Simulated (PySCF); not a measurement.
## Xe (xenon, neutral) across methods

[Kr] 4d10 5s2 5p5 6s1, high-spin 3P determinant (an excited configuration). All numbers are calculated (PySCF 2.14, a scalar-relativistic core potential, in aug-cc-pV5Z-PP with ECP28MDF (8s8p6d4f3g2h, 139 functions)).

| method | E (hartree) | mean ε 5p α (eV) | mean ε 5p β (eV) | mean ε 6s α (eV) | Σ⟨r²⟩ (bohr²) | ⟨S²⟩ |
| --- | --- | --- | --- | --- | --- | --- |
| r2SCAN | -329.1674 | -12.680 | -11.787 | -2.130 | 82.35 | 2.005 |
| revPBE | -329.0913 | -12.115 | -11.298 | -2.059 | 81.83 | 2.003 |
| LDA | -328.6030 | -12.220 | -11.446 | -2.225 | 80.93 | 2.001 |
| BLYP | -328.9980 | -11.858 | -11.146 | -1.946 | 81.47 | 2.002 |
| PBE0 | -329.0625 | -13.567 | -12.676 | -2.502 | 82.01 | 2.004 |
| M06-L | -329.2103 | -12.226 | -11.476 | -2.003 | 82.80 | 2.006 |
| UHF | -328.00025 | -16.889 | -15.736 | -3.339 | 84.32 | 2.010 |

(1) Estimate the same row for PBE.

Energies and moments cover only the electrons outside the core potential. The outer electron is Rydberg-like, and this basis confines it to a smaller radius and binds it less than a complete one would.

Answers

(1) E (hartree) = -329.0336; mean ε 5p α (eV) = -12.131; mean ε 5p β (eV) = -11.311; mean ε 6s α (eV) = -2.094; Σ⟨r²⟩ (bohr²) = 81.55; ⟨S²⟩ = 2.003.
